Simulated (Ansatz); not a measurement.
Start from `C[O][Zr]([Cl])([N]=C=O)[O]C` and change one atom or group to get `C[O][Zr]([NH2])([Cl])[O]C`.

Ansatz, PBE0-D4/def2-TZVP geometries, multiplicity 1. Each molecule was computed in one conformer, which needn't be the lowest.

Elements past krypton have def2 core potentials.

| property | `C[O][Zr]([Cl])([N]=C=O)[O]C` |
| --- | --- |
| LUMO energy (ωB97M-V/def2-TZVPP) / eV | 0.62 |
| LUMO energy (B3LYP/def2-TZVPP) / eV | -1.38 |
| size of the dipole moment (ωB97M-V/def2-TZVPP) / D | 4.59 |
| HOMO energy (PBE/def2-TZVPP) / eV | -6.93 |
| size of the dipole moment (B3LYP/def2-TZVPP) / D | 4.62 |
| LUMO energy (PBE0/def2-TZVPP) / eV | -1.17 |

Task: Give the same properties after the change, and the shifts. (An estimate is asked.)

Result: The calculation gave: 
```csv
property,`C[O][Zr]([NH2])([Cl])[O]C`,shift
LUMO energy (ωB97M-V/def2-TZVPP) / eV,0.77,0.15
LUMO energy (B3LYP/def2-TZVPP) / eV,-0.45,0.93
size of the dipole moment (ωB97M-V/def2-TZVPP) / D,3.56,-1.03
HOMO energy (PBE/def2-TZVPP) / eV,-5.89,1.04
size of the dipole moment (B3LYP/def2-TZVPP) / D,3.58,-1.04
LUMO energy (PBE0/def2-TZVPP) / eV,-0.20,0.97
```

With PBE0 the HOMO rises by 1.07 eV and the LUMO rises by 0.97 eV, so the gap narrows by about 0.10 eV. PBE moves the HOMO by 1.04 eV and ωB97M-V by 0.99 eV. Dipoles are sizes alone; their direction can turn.

B3LYP here is the variant with VWN-RPA as its local correlation; programs differ in this.
